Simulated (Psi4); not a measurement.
Approach curve of the dimer CH4 ··· C2H2 (SMILES C and C#C). Monomers: optimised at B3LYP-D3(BJ) (def2-TZVP), held rigid. Orientation: lowest of the rigid-body minima from ten starts at GFN2-xTB. The monomers approach along the line of their centres of mass (distance R); nothing else relaxes.

Computed with SAPT0/jun-cc-pVDZ, frozen core run with Psi4 1.11.

Components in kcal/mol:

```json
[
 {"R / Å": "3.31", "electrostatics": "-4.21", "exchange": "11.62", "induction": "-1.36", "dispersion": "-2.60", "total": "3.45"},
 {"R / Å": "3.53", "electrostatics": "-2.26", "exchange": "6.01", "induction": "-0.70", "dispersion": "-1.70", "total": "1.36"},
 {"R / Å": "3.74", "electrostatics": "-1.27", "exchange": "3.17", "induction": "-0.37", "dispersion": "-1.15", "total": "0.38"},
 {"R / Å": "3.91", "electrostatics": "-0.81", "exchange": "1.88", "induction": "-0.22", "dispersion": "-0.85", "total": "0.00"},
 {"R / Å": "4.10", "electrostatics": "-0.50", "exchange": "1.04", "induction": "-0.13", "dispersion": "-0.61", "total": "-0.20"},
 {"R / Å": "4.35", "electrostatics": "-0.28", "exchange": "0.48", "induction": "-0.06", "dispersion": "-0.40", "total": "-0.27"},
 {"R / Å": "4.57", "electrostatics": "-0.18", "exchange": "0.24", "induction": "-0.03", "dispersion": "-0.28", "total": "-0.25"},
 {"R / Å": "4.95", "electrostatics": "-0.09", "exchange": "0.07", "induction": "-0.01", "dispersion": "-0.16", "total": "-0.19"},
 {"R / Å": "5.41", "electrostatics": "-0.04", "exchange": "0.02", "induction": "0.00", "dispersion": "-0.09", "total": "-0.12"},
 {"R / Å": "6.13", "electrostatics": "-0.02", "exchange": "0.00", "induction": "0.00", "dispersion": "-0.04", "total": "-0.06"},
 {"R / Å": "7.08", "electrostatics": "-0.01", "exchange": "0.00", "induction": "0.00", "dispersion": "-0.01", "total": "-0.02"},
 {"R / Å": "8.40", "electrostatics": "0.00", "exchange": "0.00", "induction": "0.00", "dispersion": "-0.01", "total": "-0.01"}
]
```
